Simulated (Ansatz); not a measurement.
Cost and result for the atomization energy of `N#[C][GeH]([F])[Cl]` (6 atoms, 5 bonds).

The species carries charge 0 and has multiplicity 1. Correlated methods include outer-core shells of Ge, which these sets cover unevenly. Scalar relativity is left out up to krypton. All single points use the PBE0-D4/def2-TZVP geometry. Program: Ansatz. All runs use 4 threads of a server CPU on a shared host. Times are those of one run each, without the atoms' runs, and a repeat can differ threefold. Electronic energies, without spin–orbit coupling; frozen cores. CCSD(T)/CBS adds CCSD(T) − MP2 in def2-TZVPP to the MP2 limit, and its time is that of the two runs behind it. T1 = 0.012. With those shells the extrapolation isn't a true limit. B3LYP takes the VWN-RPA correlation (the form of Gaussian; ORCA's B3LYP/G).

CCSD(T)/CBS is a level of theory with its own doubt, some kJ/mol a heavy atom from the limit and from the frozen cores, so smaller differences don't rank the functionals.

```csv
level,functions,wall time
BLYP-D4/def2-TZVPP,197,1.4 s
revPBE-D4/def2-TZVPP,197,1.6 s
PBE-D4/def2-TZVPP (with forces),197,1.8 s
PBE0-D4/def2-TZVPP,197,2.5 s
BHLYP-D4/def2-TZVPP,197,2.5 s
B3LYP-D4/def2-TZVPP (with forces),197,3.6 s
r2SCAN-D4/def2-TZVPP (with forces),197,3.8 s
CCSD(T)/def2-SVP,97,4.3 s
ωB97X-V/def2-TZVPP,197,6 s
ωB97M-V/def2-TZVPP (with forces),197,9 s
MP2/def2-QZVPP,360,14 s
CCSD(T)/def2-TZVPP,197,82 s
CCSD(T)/CBS(def2),–,96 s
```

**Question.** What atomization energy does each give, and how far from CCSD(T)/CBS? (Best estimate.)

**Answer.** Ansatz gave: 
```
                             level  atomization (kJ/mol)  difference from CCSD(T)/CBS  per bond
                BLYP-D4/def2-TZVPP                2300.8                          7.8       1.6
              revPBE-D4/def2-TZVPP                2289.3                         -3.7      -0.7
   PBE-D4/def2-TZVPP (with forces)                2372.2                         79.2      15.8
                PBE0-D4/def2-TZVPP                2280.2                        -12.8      -2.5
               BHLYP-D4/def2-TZVPP                2150.9                       -142.1     -28.4
 B3LYP-D4/def2-TZVPP (with forces)                2266.5                        -26.5      -5.3
r2SCAN-D4/def2-TZVPP (with forces)                2287.8                         -5.2      -1.0
                  CCSD(T)/def2-SVP                2127.1                       -165.9     -33.2
                ωB97X-V/def2-TZVPP                2304.3                         11.3       2.3
  ωB97M-V/def2-TZVPP (with forces)                2290.1                         -2.9      -0.6
                    MP2/def2-QZVPP                2373.9                         80.9      16.2
                CCSD(T)/def2-TZVPP                2229.4                        -63.6     -12.7
                 CCSD(T)/CBS(def2)                2293.0                          0.0       0.0
```

At CCSD(T), def2-SVP lies −165.8 kJ/mol from the extrapolated value and def2-TZVPP −63.6 kJ/mol: correlation converges slowly with the basis, and small sets miss more of it in the bonded molecule than in its fragments. In def2-TZVPP, CCSD(T) changes the Hartree–Fock value by +720.6 kJ/mol (the triples alone add +63.4 kJ/mol) and MP2 by +827.4 kJ/mol; breaking electron pairs costs correlation energy, which Hartree–Fock lacks. The D4 term adds +23.7 kJ/mol with B3LYP and +12.4 kJ/mol with PBE0; it sums over pairs of atoms, weighted by their polarisabilities, and B3LYP, whose exchange is more repulsive, gets the larger term.
